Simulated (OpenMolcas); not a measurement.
**Sn²⁺: input and output**

Input:

```
&GATEWAY
Coord
1

Sn 0.0 0.0 0.0
Basis=ANO-RCC-VDZP
Group=XYZ
NoMove
AngMom=0.0 0.0 0.0
AMFI
&SEWARD
* reference wave functions (RASSCF and RASSI steps not shown): 2 electrons in 4 orbitals (5s 5p)
>>> COPY JOB001 $Project.JobIph
&CASPT2
Multistate=3 1 2 3
Frozen=9 9
IPEA=0.25
Imaginary=0.1
MaxIter=60
WThr=0.0 0.3 0.05
PrWF=0.5
NoMix
>>> COPY JOB002 $Project.JobIph
&CASPT2
Multistate=7 1 2 3 4 5 6 7
Frozen=9 9
IPEA=0.25
Imaginary=0.1
MaxIter=60
WThr=0.0 0.3 0.05
PrWF=0.5
NoMix
>>> COPY JOB003 $Project.JobIph
&CASPT2
Multistate=3 1 2 3
Frozen=9 9
IPEA=0.25
Imaginary=0.1
MaxIter=60
WThr=0.0 0.3 0.05
PrWF=0.5
NoMix
...
```

Output, cut to the results:

```
--- CASPT2 ---
Orbital specifications:
      -----------------------

      Symmetry species                           1   2
                                                ag  au
      Frozen orbitals                            9   9
      Inactive orbitals                          5   0
      Active orbitals                            1   3
      Secondary orbitals                         6  10
      Deleted orbitals                           0   0
      Number of basis functions                 21  22
Type of calculation                        MS-CASPT2
      Fock operator                              state-specific
      IPEA shift                                 0.25
      Real shift                                 0.00
      Imaginary shift                            0.10
      The input orbitals will be transformed to quasi-canonical
Reference energy:       -6171.1294544690
      E2 (Non-variational):      -0.3031737202
      Shift correction:          -0.0001141992
      E2 (Variational):          -0.3032879194
      Total energy:           -6171.4327423884
      Residual norm:              0.0000000898
      Reference weight:           0.94846
      Contributions to the CASPT2 correlation energy
      Active & Virtual Only:         -0.0029736125
      One Inactive Excited:          -0.0503519263
      Two Inactive Excited:          -0.2498481815
Reference energy:       -6171.1294544690
      E2 (Non-variational):      -0.3031737202
      Shift correction:          -0.0001141992
      E2 (Variational):          -0.3032879194
      Total energy:           -6171.4327423884
      Residual norm:              0.0000000898
      Reference weight:           0.94846
      Contributions to the CASPT2 correlation energy
      Active & Virtual Only:         -0.0029736125
      One Inactive Excited:          -0.0503519263
      Two Inactive Excited:          -0.2498481815
::    CASPT2 Root  1     Total energy:  -6171.43274239
::    CASPT2 Root  2     Total energy:  -6171.43274239
::    CASPT2 Root  3     Total energy:  -6171.43274239
::    MS-CASPT2 Root  1     Total energy:  -6171.43274239
::    MS-CASPT2 Root  2     Total energy:  -6171.43274239
::    MS-CASPT2 Root  3     Total energy:  -6171.43274239
--- CASPT2 ---
Orbital specifications:
      -----------------------

      Symmetry species                           1   2
                                                ag  au
      Frozen orbitals                            9   9
      Inactive orbitals                          5   0
      Active orbitals                            1   3
      Secondary orbitals                         6  10
      Deleted orbitals                           0   0
      Number of basis functions                 21  22
Type of calculation                        MS-CASPT2
      Fock operator                              state-specific
      IPEA shift                                 0.25
      Real shift                                 0.00
      Imaginary shift                            0.10
      The input orbitals will be transformed to quasi-canonical
Reference energy:       -6171.7121646229
      E2 (Non-variational):      -0.3137399944
      Shift correction:          -0.0001189275
      E2 (Variational):          -0.3138589219
      Total energy:           -6172.0260235449
      Residual norm:              0.0000002759
      Reference weight:           0.94649
      Contributions to the CASPT2 correlation energy
      Active & Virtual Only:         -0.0041652846
      One Inactive Excited:          -0.0586409784
      Two Inactive Excited:          -0.2509337314
Reference energy:       -6171.0881410264
      E2 (Non-variational):      -0.3200724968
      Shift correction:          -0.0004199759
      E2 (Variational):          -0.3204924727
      Total energy:           -6171.4086334991
      Residual norm:              0.0000001086
      Reference weight:           0.92818
      Contributions to the CASPT2 correlation energy
      Active & Virtual Only:         -0.0210286990
      One Inactive Excited:          -0.0492229689
      Two Inactive Excited:          -0.2498208289
::    CASPT2 Root  1     Total energy:  -6172.02602354
::    CASPT2 Root  2     Total energy:  -6171.40863350
::    CASPT2 Root  3     Total energy:  -6171.40994147
::    CASPT2 Root  4     Total energy:  -6171.40859629
::    CASPT2 Root  5     Total energy:  -6171.40859632
::    CASPT2 Root  6     Total energy:  -6171.40859632
::    CASPT2 Root  7     Total energy:  -6171.33101339
::    MS-CASPT2 Root  1     Total energy:  -6172.02800281
::    MS-CASPT2 Root  2     Total energy:  -6171.40994147
::    MS-CASPT2 Root  3     Total energy:  -6171.40864115
::    MS-CASPT2 Root  4     Total energy:  -6171.40859634
::    MS-CASPT2 Root  5     Total energy:  -6171.40859632
::    MS-CASPT2 Root  6     Total energy:  -6171.40859627
::    MS-CASPT2 Root  7     Total energy:  -6171.32902648
--- CASPT2 ---
Orbital specifications:
      -----------------------

      Symmetry species                           1   2
                                                ag  au
      Frozen orbitals                            9   9
      Inactive orbitals                          5   0
      Active orbitals                            1   3
      Secondary orbitals                         6  10
      Deleted orbitals                           0   0
      Number of basis functions                 21  22
Type of calculation                        MS-CASPT2
      Fock operator                              state-specific
      IPEA shift                                 0.25
      Real shift                                 0.00
      Imaginary shift                            0.10
      The input orbitals will be transformed to quasi-canonical
Reference energy:       -6171.4733234197
      E2 (Non-variational):      -0.2975838728
      Shift correction:          -0.0001105394
      E2 (Variational):          -0.2976944122
...
```

Levels above the lowest, from the spin-orbit matrix with the multistate effective Hamiltonian, averaged by term, added to it:

```
Configuration  Term  J  E (cm-1)  Measured (cm-1)  Term weight %
          5s2    1S  0       0.0              0.0            100
        5s 5p   3P*  0     52700            53548            100
        5s 5p   3P*  1     54360            55196             99
        5s 5p   3P*  2     58260            59229            100
        5s 5p   1P*  1     80100            79911             99
          5p2    3P  0    126210           127308             97
          5p2    3P  1    128870           130120            100
          5p2    3P  2    131130           134567             79
          5p2    1D  2    137180           128205             79
          5p2    1S  0    154300                              97
```

Against the 8 measured excited levels shown (Moore, Atomic Energy Levels, vol. III, NSRDS-NBS 35 (1971 reprint of NBS Circular 467, 1958)) the mean absolute deviation is 2200 cm-1; the largest miss in energy is 5p2 1D2: computed 137180, measured 128205 cm-1 (+7.0 %). Levels of one J stand in another order than measured, so their pairing by name is doubtful.

Term energies are means over components that CASPT2 splits; among the terms shown or strongly mixed into the levels shown the widest spread is 300 cm-1 (5p2 1D). Some levels mix across a computed gap that differs much from the measured one, so their mixing is not that of the real levels. The ¹D term of p² mixes with s d, which this space lacks. Measured partners are found by configuration, term and J. A level has none where our copy of the source lacks it or the pairing is in doubt (some pairs that miss far off the trend of their configuration count as doubtful), and it then counts in no deviation. Only configurations of the active space appear.

The term weight is that of the spin-free term in the level, not the purity of its configuration. * marks odd parity.
